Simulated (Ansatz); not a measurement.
Relaxation of SnH2(NHEt)2 (C₄H₁₄N₂Sn) with RKS PBE-D4/def2-SVP.

```sh
$ ansatz run in.yaml --threads 2 --pin off --events-out ev --progress --plain --max-ram 31744MiB --backend cuda --devices 0, --max-vram 18GiB
```

```yaml
crystal:
  periodic: [false, false, false]
  atoms:
    - {symbol: Sn, position_ang: [0.256260, -0.054460, 0.498940]}
    - {symbol: H, position_ang: [-0.245880, -0.279230, 2.103770]}
    - {symbol: H, position_ang: [1.954100, -0.028890, 0.520640]}
    - {symbol: N, position_ang: [-0.797900, 1.539920, -0.124310]}
    - {symbol: C, position_ang: [-0.675550, 2.837850, 0.498380]}
    - {symbol: C, position_ang: [0.606510, 3.582040, 0.152480]}
    - {symbol: H, position_ang: [-0.772290, 1.646690, -1.131620]}
    - {symbol: H, position_ang: [-1.538450, 3.436840, 0.190090]}
    - {symbol: H, position_ang: [-0.736320, 2.698970, 1.578790]}
    - {symbol: H, position_ang: [1.468550, 3.017080, 0.502050]}
    - {symbol: H, position_ang: [0.616340, 4.561110, 0.622790]}
    - {symbol: H, position_ang: [0.690100, 3.708470, -0.924520]}
    - {symbol: N, position_ang: [-0.202840, -1.391310, -0.933170]}
    - {symbol: C, position_ang: [0.348150, -2.727070, -0.940270]}
    - {symbol: C, position_ang: [-0.236690, -3.659370, 0.111060]}
    - {symbol: H, position_ang: [-1.198160, -1.434950, -1.117400]}
    - {symbol: H, position_ang: [0.179650, -3.149080, -1.936010]}
    - {symbol: H, position_ang: [1.425870, -2.644720, -0.791750]}
    - {symbol: H, position_ang: [-0.038670, -3.264800, 1.105780]}
    - {symbol: H, position_ang: [0.209940, -4.646330, 0.031530]}
    - {symbol: H, position_ang: [-1.312710, -3.748740, -0.017250]}
basis:
  gaussian: {orbitals: def2-SVP}
hamiltonian: {xc: pbe, dispersion: d4}
scf: {lower_state_search: "off"}
output: {orbitals: {seedname: orbitals}}
relax: {f_tol: 0.02, max_steps: 100}
```

It took 17 s on 2 threads of AMD EPYC 7R13 on a shared host and a share (18 GiB) of an NVIDIA H100 80GB HBM3, peak host memory 0.85 GiB.

Positions (Å) and forces (eV/Å) at steps 1, 2, 3, 4, 5, 6, 7, 10, 11 of 11:

```xyz
21
step=1 energy=-13171.9379 eV
Sn    0.256   -0.054    0.499    0.382   -0.076    0.501
H    -0.246   -0.279    2.104   -0.290   -0.106    0.590
H     1.954   -0.029    0.521    0.639    0.035   -0.109
N    -0.798    1.540   -0.124   -0.528    0.227   -0.087
C    -0.676    2.838    0.498    0.376   -0.239   -0.365
C     0.607    3.582    0.152   -0.544   -0.233    0.280
H    -0.772    1.647   -1.132    0.020   -0.099   -0.664
H    -1.538    3.437    0.190   -0.528    0.456    0.004
H    -0.736    2.699    1.579   -0.160    0.055    0.734
H     1.469    3.017    0.502    0.655   -0.304    0.182
H     0.616    4.561    0.623    0.132    0.777    0.290
H     0.690    3.708   -0.925    0.124    0.134   -0.730
N    -0.203   -1.391   -0.933    0.017   -0.089   -0.537
C     0.348   -2.727   -0.940   -0.410    0.195    0.360
C    -0.237   -3.659    0.111    0.373    0.306   -0.452
H    -1.198   -1.435   -1.117   -0.647    0.122   -0.107
H     0.180   -3.149   -1.936    0.081   -0.357   -0.594
H     1.426   -2.645   -0.792    0.744   -0.063   -0.038
H    -0.039   -3.265    1.106    0.072    0.178    0.727
H     0.210   -4.646    0.032    0.244   -0.801    0.046
H    -1.313   -3.749   -0.017   -0.754   -0.115   -0.030
21
step=2 energy=-13172.1382 eV
Sn    0.277   -0.058    0.533    0.166   -0.030    0.179
H    -0.336   -0.305    2.172    0.173    0.080   -0.251
H     2.043   -0.012    0.439   -0.304   -0.050    0.088
N    -0.779    1.569   -0.155   -0.111    0.062    0.097
C    -0.675    2.876    0.478    0.177   -0.127   -0.103
C     0.609    3.655    0.174   -0.204   -0.141    0.054
H    -0.729    1.657   -1.174    0.073   -0.085   -0.154
H    -1.549    3.486    0.172   -0.178    0.141   -0.016
H    -0.770    2.742    1.573   -0.068   -0.002    0.204
H     1.494    3.098    0.527    0.197   -0.074    0.051
H     0.610    4.647    0.658    0.018    0.214    0.088
H     0.719    3.804   -0.914    0.057    0.058   -0.198
N    -0.240   -1.420   -0.921    0.100   -0.040   -0.087
C     0.325   -2.762   -0.944   -0.133    0.103    0.173
C    -0.225   -3.731    0.108    0.096    0.169   -0.162
H    -1.249   -1.450   -1.092   -0.170    0.066    0.044
H     0.164   -3.193   -1.953    0.015   -0.107   -0.198
H     1.422   -2.679   -0.822    0.216    0.005   -0.026
H    -0.024   -3.353    1.126    0.017    0.033    0.214
H     0.231   -4.732    0.016    0.075   -0.220   -0.004
H    -1.318   -3.840   -0.001   -0.214   -0.052    0.010
21
step=3 energy=-13172.1664 eV
Sn    0.271   -0.056    0.515    0.067   -0.015    0.095
H    -0.279   -0.265    2.161   -0.017    0.024   -0.058
H     2.019   -0.049    0.479   -0.053   -0.013   -0.044
N    -0.783    1.577   -0.178    0.003    0.028   -0.036
C    -0.684    2.883    0.466    0.049   -0.015   -0.002
C     0.609    3.665    0.191   -0.042   -0.038    0.002
H    -0.682    1.660   -1.199    0.010   -0.008    0.027
H    -1.555    3.505    0.150   -0.008    0.003    0.000
H    -0.807    2.746    1.564   -0.006   -0.008   -0.026
H     1.498    3.107    0.552    0.001    0.012    0.001
H     0.604    4.660    0.684   -0.003   -0.011   -0.004
H     0.742    3.829   -0.900    0.006    0.009    0.024
N    -0.263   -1.427   -0.932   -0.027   -0.020   -0.002
C     0.313   -2.767   -0.954   -0.012    0.007    0.039
C    -0.213   -3.742    0.110    0.012    0.046   -0.027
H    -1.284   -1.462   -1.055    0.024    0.009    0.022
H     0.143   -3.211   -1.964    0.006   -0.005   -0.008
H     1.419   -2.676   -0.857   -0.021    0.009   -0.006
H    -0.002   -3.366    1.134   -0.001   -0.014   -0.003
H     0.248   -4.748    0.013   -0.006    0.010   -0.002
H    -1.314   -3.864    0.022    0.019   -0.009    0.008
21
step=4 energy=-13172.1708 eV
Sn    0.273   -0.056    0.514   -0.003    0.000   -0.003
H    -0.293   -0.246    2.150   -0.004    0.022   -0.001
H     2.014   -0.062    0.450    0.000   -0.017   -0.012
N    -0.774    1.574   -0.200    0.030    0.035   -0.025
C    -0.685    2.875    0.453    0.000    0.014   -0.009
C     0.610    3.661    0.205   -0.014   -0.004    0.002
H    -0.644    1.660   -1.218   -0.005   -0.002    0.049
H    -1.552    3.500    0.129    0.020   -0.009    0.004
H    -0.827    2.729    1.549    0.004   -0.003   -0.037
H     1.498    3.103    0.576   -0.023    0.013   -0.002
H     0.595    4.652    0.707   -0.003   -0.028   -0.010
H     0.762    3.837   -0.882   -0.004   -0.004    0.040
N    -0.283   -1.424   -0.928   -0.035   -0.039    0.016
C     0.302   -2.760   -0.956   -0.010   -0.012   -0.005
C    -0.202   -3.737    0.116    0.004    0.006   -0.008
H    -1.307   -1.465   -1.021    0.048   -0.002    0.005
H     0.123   -3.207   -1.964    0.003    0.004    0.021
H     1.409   -2.660   -0.875   -0.036    0.004    0.000
H     0.021   -3.363    1.139    0.000   -0.009   -0.026
H     0.264   -4.741    0.011   -0.010    0.027    0.000
H    -1.304   -3.869    0.045    0.037    0.003    0.002
21
step=5 energy=-13172.1748 eV
Sn    0.269   -0.053    0.497   -0.039    0.005   -0.051
H    -0.305   -0.208    2.131    0.007    0.016    0.032
H     2.006   -0.088    0.409    0.026   -0.018    0.007
N    -0.757    1.584   -0.233    0.045    0.008   -0.058
C    -0.688    2.879    0.434   -0.004    0.009    0.009
C     0.614    3.667    0.234    0.003    0.014   -0.008
H    -0.594    1.678   -1.246   -0.026    0.008    0.061
H    -1.546    3.507    0.092    0.029   -0.017    0.001
H    -0.863    2.721    1.524    0.007    0.003   -0.036
H     1.491    3.108    0.627   -0.030    0.005   -0.003
H     0.582    4.653    0.747   -0.005   -0.021   -0.008
H     0.800    3.857   -0.845   -0.009   -0.010    0.042
N    -0.315   -1.436   -0.921   -0.073   -0.010    0.028
C     0.282   -2.766   -0.961    0.011   -0.008   -0.005
C    -0.181   -3.745    0.126   -0.009   -0.013    0.006
H    -1.342   -1.487   -0.980    0.070   -0.006   -0.012
H     0.083   -3.219   -1.963   -0.003    0.013    0.030
H     1.389   -2.653   -0.909   -0.032   -0.003    0.000
H     0.067   -3.369    1.142    0.001    0.000   -0.033
H     0.291   -4.744    0.009   -0.005    0.018   -0.001
H    -1.283   -3.889    0.087    0.039    0.008   -0.002
21
step=6 energy=-13172.1790 eV
Sn    0.262   -0.048    0.464   -0.081    0.000   -0.114
H    -0.305   -0.128    2.108    0.014    0.019    0.012
H     1.997   -0.149    0.350    0.008   -0.017    0.012
N    -0.716    1.601   -0.307    0.080    0.021   -0.047
C    -0.692    2.880    0.392    0.018    0.020    0.036
C     0.619    3.678    0.294   -0.012    0.004   -0.055
H    -0.504    1.714   -1.310   -0.043   -0.007    0.126
H    -1.530    3.514    0.010    0.051   -0.015    0.013
H    -0.934    2.697    1.466    0.024    0.016   -0.096
H     1.473    3.115    0.732   -0.055   -0.001   -0.018
H     0.550    4.652    0.826   -0.011   -0.023   -0.021
H     0.875    3.894   -0.769   -0.033   -0.026    0.113
N    -0.385   -1.456   -0.904   -0.096   -0.004    0.065
C     0.239   -2.771   -0.970    0.032   -0.028    0.009
C    -0.141   -3.757    0.145   -0.047    0.005    0.004
H    -1.414   -1.526   -0.910    0.146    0.009   -0.016
H    -0.003   -3.234   -1.959    0.003    0.011    0.053
H     1.346   -2.632   -0.978   -0.076   -0.015    0.001
H     0.159   -3.374    1.147   -0.011    0.005   -0.063
H     0.345   -4.745    0.004   -0.007    0.007   -0.006
H    -1.242   -3.924    0.172    0.095    0.019   -0.006
21
step=7 energy=-13172.1817 eV
Sn    0.255   -0.046    0.443   -0.024   -0.005   -0.028
H    -0.307   -0.100    2.091    0.017    0.002    0.001
H     1.989   -0.167    0.326   -0.005   -0.003    0.011
N    -0.712    1.613   -0.317    0.064    0.015   -0.089
C    -0.693    2.889    0.388    0.030    0.007    0.033
C     0.621    3.683    0.311   -0.019   -0.014   -0.041
H    -0.501    1.732   -1.319   -0.041    0.004    0.100
H    -1.523    3.526   -0.001    0.033   -0.014    0.010
H    -0.948    2.701    1.458    0.019    0.009   -0.076
H     1.465    3.115    0.759   -0.039    0.004   -0.015
H     0.547    4.655    0.845   -0.007   -0.020   -0.018
H     0.892    3.899   -0.748   -0.024   -0.017    0.087
N    -0.393   -1.468   -0.907   -0.117    0.005    0.045
C     0.233   -2.782   -0.972    0.030   -0.020    0.015
C    -0.131   -3.763    0.153   -0.033    0.023    0.000
H    -1.421   -1.540   -0.912    0.118    0.002   -0.019
H    -0.019   -3.251   -1.955    0.005    0.011    0.036
H     1.339   -2.641   -0.993   -0.061   -0.009    0.001
H     0.181   -3.372    1.147   -0.010   -0.001   -0.046
H     0.356   -4.751    0.011   -0.007    0.009   -0.004
H    -1.230   -3.931    0.193    0.073    0.011   -0.004
21
step=10 energy=-13172.1854 eV
Sn    0.257   -0.041    0.397   -0.002   -0.006   -0.011
H    -0.270   -0.029    2.056   -0.006    0.000    0.006
H     1.984   -0.219    0.260    0.008    0.002   -0.004
N    -0.669    1.628   -0.382   -0.009    0.014    0.024
C    -0.696    2.887    0.349    0.021   -0.007    0.001
C     0.617    3.681    0.375   -0.019   -0.011   -0.008
H    -0.442    1.768   -1.374    0.006   -0.004   -0.013
H    -1.500    3.532   -0.078    0.004    0.001    0.003
H    -1.016    2.676    1.395    0.001    0.003   -0.012
H     1.427    3.102    0.869   -0.005    0.003   -0.004
H     0.505    4.643    0.920    0.002    0.001   -0.002
H     0.959    3.915   -0.656   -0.002    0.000    0.014
N    -0.443   -1.485   -0.895    0.022   -0.003   -0.005
C     0.193   -2.793   -0.978   -0.003    0.002    0.015
C    -0.096   -3.759    0.178   -0.001    0.011   -0.011
H    -1.467   -1.559   -0.885   -0.017    0.004    0.004
H    -0.108   -3.277   -1.938    0.003    0.000    0.007
H     1.293   -2.641   -1.061   -0.007   -0.002   -0.002
H     0.266   -3.347    1.144   -0.004   -0.003   -0.007
H     0.395   -4.743    0.023    0.000   -0.005    0.002
H    -1.188   -3.939    0.282    0.009    0.001    0.001
21
step=11 energy=-13172.1855 eV
Sn    0.260   -0.041    0.393   -0.002    0.002    0.001
H    -0.267   -0.030    2.052   -0.002    0.000    0.004
H     1.988   -0.215    0.255    0.004   -0.001   -0.004
N    -0.667    1.628   -0.384   -0.005    0.008    0.009
C    -0.696    2.886    0.348    0.011   -0.003   -0.002
C     0.616    3.681    0.378   -0.011   -0.006   -0.002
H    -0.438    1.769   -1.376    0.002   -0.001   -0.006
H    -1.500    3.531   -0.080    0.001    0.000    0.001
H    -1.019    2.674    1.392    0.000    0.000   -0.003
H     1.424    3.102    0.874    0.000    0.000    0.000
H     0.502    4.642    0.923    0.000    0.000   -0.001
H     0.961    3.916   -0.652    0.000    0.001    0.004
N    -0.442   -1.485   -0.897    0.013   -0.005   -0.006
C     0.191   -2.794   -0.978   -0.002   -0.002    0.005
C    -0.097   -3.758    0.180    0.001    0.005   -0.006
H    -1.467   -1.557   -0.884   -0.007    0.003    0.002
H    -0.112   -3.280   -1.936    0.000    0.000    0.002
H     1.291   -2.644   -1.064   -0.002   -0.001   -0.001
H     0.268   -3.345    1.145   -0.001   -0.001    0.000
H     0.393   -4.743    0.025   -0.001    0.000    0.001
H    -1.188   -3.937    0.287    0.002    0.000    0.001
```

In the def2 sets Sn takes a core potential; there is no spin–orbit coupling.
